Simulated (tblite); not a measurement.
Compound: C6H8NO (doublet state).
Bonds: C1–C2, C2–C3, C3–C4 (double), C4–C5, C5–N6, C5–O7 (double), C4–C8, C2–C8. Hydrogens: H9, H10, H11 on C1; H12 on C3; H13, H14 on N6; H15, H16 on C8.
Bond orders are those of one Lewis drawing.

Computed with GFN2-xTB (tblite), gas phase: L-BFGS steps from a force-field or distance-geometry start until the largest atomic force falls under 0.01 eV/Å.

Step 3: E = -646.8411 eV
```
atom  x, y, z in Å  |  force x, y, z in eV/Å
C1     -2.4392    0.7129   -0.2436    0.121   0.080  -0.005
C2     -1.3151    0.4557    0.6956   -0.130  -0.356  -0.945
C3     -0.0182    0.9805    0.6082    0.539   1.102  -0.146
C4      0.5652   -0.2546    0.4927    0.898  -0.709   0.162
C5      1.8760   -0.8421    0.2359   -0.364  -0.022   0.163
N6      2.9552    0.0498    0.0796   -0.383   0.117   0.292
O7      2.0186   -2.0543    0.2330    0.196   0.215   0.195
C8     -0.7674   -0.9562    0.7085    0.396   0.006  -0.103
H9     -2.7157   -0.2200   -0.7386   -0.115   0.015   0.181
H10    -3.3143    1.0900    0.2527   -0.376   0.383   0.083
H11    -2.0886    1.3796   -1.0296   -0.307   0.356   0.129
H12     0.4102    1.9737    0.5226   -0.299  -0.165   0.131
H13     3.7061    0.0523    0.7415    0.178  -0.426  -0.188
H14     3.0616    0.6468   -0.7126   -0.267   0.211  -0.005
H15    -1.0966   -1.4495   -0.1972   -0.011  -0.763   0.151
H16    -0.8454   -1.5559    1.6074   -0.077  -0.046  -0.094
```

Step 4: E = -646.9615 eV
```
atom  x, y, z in Å  |  force x, y, z in eV/Å
C1     -2.4463    0.7201   -0.2429   -0.103   0.037  -0.031
C2     -1.2987    0.4402    0.6304    0.463   0.115   0.008
C3     -0.0036    0.9886    0.6093   -0.157   0.565  -0.307
C4      0.5845   -0.2529    0.5062    0.543  -0.676   0.119
C5      1.8741   -0.8294    0.2325   -0.278  -1.169   0.415
N6      2.9357    0.0537    0.0905    0.017   0.525   0.245
O7      2.0298   -2.0540    0.2436    0.051   0.775   0.129
C8     -0.7460   -0.9597    0.7009    0.044  -0.215  -0.119
H9     -2.7156   -0.2137   -0.7249   -0.298  -0.120  -0.041
H10    -3.3266    1.1058    0.2494   -0.151   0.251   0.166
H11    -2.1025    1.3901   -1.0150   -0.265   0.528  -0.216
H12     0.4039    1.9824    0.5267   -0.170  -0.005   0.113
H13     3.7047    0.0351    0.7246    0.347  -0.504  -0.058
H14     3.0483    0.6455   -0.6981   -0.232   0.376  -0.251
H15    -1.0996   -1.4795   -0.1829    0.201  -0.730   0.062
H16    -0.8497   -1.5634    1.6058   -0.012   0.246  -0.233
```

Task: Estimate the geometry and energy of step 5. (The exact step hangs on the optimiser's Hessian estimate; all steps are aligned on step 4, rigid shifts and turns removed.)

Result: E = -647.0490 eV, largest force 0.726 eV/Å
```
atom  x, y, z in Å  |  force x, y, z in eV/Å
C1     -2.4558    0.7267   -0.2428    0.052   0.055   0.010
C2     -1.2721    0.4314    0.5786   -0.044   0.208   0.383
C3      0.0016    0.9929    0.6052    0.054   0.428  -0.401
C4      0.6033   -0.2559    0.5201    0.037  -0.501   0.115
C5      1.8695   -0.8360    0.2365    0.102  -0.314   0.414
N6      2.9214    0.0667    0.1030   -0.002   0.538   0.313
O7      2.0403   -2.0454    0.2540    0.154  -0.209   0.090
C8     -0.7283   -0.9662    0.6921   -0.198  -0.248  -0.161
H9     -2.7206   -0.2104   -0.7147   -0.393  -0.125  -0.159
H10    -3.3377    1.1220    0.2489    0.056   0.117   0.240
H11    -2.1180    1.4074   -1.0070   -0.294   0.488  -0.330
H12     0.3978    1.9934    0.5315   -0.157  -0.089   0.097
H13     3.7089    0.0129    0.7096    0.437  -0.513  -0.065
H14     3.0337    0.6500   -0.6899   -0.184   0.399  -0.333
H15    -1.0983   -1.5153   -0.1699    0.365  -0.627  -0.009
H16    -0.8534   -1.5653    1.6008    0.016   0.394  -0.204
```

The energy changes by -0.0875 eV. The first-order estimate −F·Δx gives -0.1248 eV and the mean of the old and new forces, exact on a quadratic surface, -0.0874 eV. The step makes an angle of 58° with the force vector and moves no atom by more than 0.059 Å.

What follows is the cost of the whole relaxation. On an Arm Neoverse N1 with one thread, shared host with 32 logical CPUs at a one-minute load of 19, this took 0.96 s.
